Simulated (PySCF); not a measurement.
Isomers of C7H7Cl.

All values: PBE0/def2-SVPD (PySCF) at GFN2-xTB geometries, gas phase, one conformer each. Core orbitals are frozen in the response; Δα² is half the sum of the squared differences of the principal polarisabilities.

**Question.** Rank by HOMO energy, highest first.
A. `[CH:1]#[C:2]/[CH:3]=[CH:4]/[CH2:5]/[CH:6]=[CH:7]/[Cl:8]` with C3–C4–C5–C6 -117°, C4–C5–C6–C7 -116°
B. `CC1=CC=C(Cl)C=C1` (p-chlorotoluene)
C. `C=C1C(=C)C(Cl)=C1C`

**Answer.** C (-6.58 eV), B (-6.93 eV), A (-7.05 eV).

**Question.** Rank by dipole moment, highest first.
A. `[Cl:1][CH2:2][CH:3]=[C:4]1[CH:5]=[CH:6][CH:7]=[CH:8]1` with Cl1–C2–C3–C4 117°
B. `C=C1C(=C)C(Cl)=C1C`
C. `c1(ccc(Cl)cc1)C` (p-chlorotoluene)

**Answer.** C (2.29 D), A (1.63 D), B (1.41 D).

All values together:

```json
{"SMILES": "C#C/C=C/C/C=C/Cl", "μ (D)": "1.48", "HOMO (eV)": "-7.05", "LUMO (eV)": "-1.16", "α (Å³)": "15.63", "Δα (Å³)": "13.12"}
{"SMILES": "C=C1C(=C)C(Cl)=C1C", "μ (D)": "1.41", "HOMO (eV)": "-6.58", "LUMO (eV)": "-0.99", "α (Å³)": "15.34", "Δα (Å³)": "9.67"}
{"SMILES": "Cc1ccc(Cl)cc1", "μ (D)": "2.29", "HOMO (eV)": "-6.93", "LUMO (eV)": "-0.56", "α (Å³)": "14.01", "Δα (Å³)": "9.40"}
{"SMILES": "ClCC=C1C=CC=C1", "μ (D)": "1.63", "HOMO (eV)": "-6.57", "LUMO (eV)": "-2.27", "α (Å³)": "14.99", "Δα (Å³)": "11.45"}
```

Conformers: `[CH:1]#[C:2]/[CH:3]=[CH:4]/[CH2:5]/[CH:6]=[CH:7]/[Cl:8]` with C3–C4–C5–C6 -117°, C4–C5–C6–C7 -116°; `[Cl:1][CH2:2][CH:3]=[C:4]1[CH:5]=[CH:6][CH:7]=[CH:8]1` with Cl1–C2–C3–C4 117°.
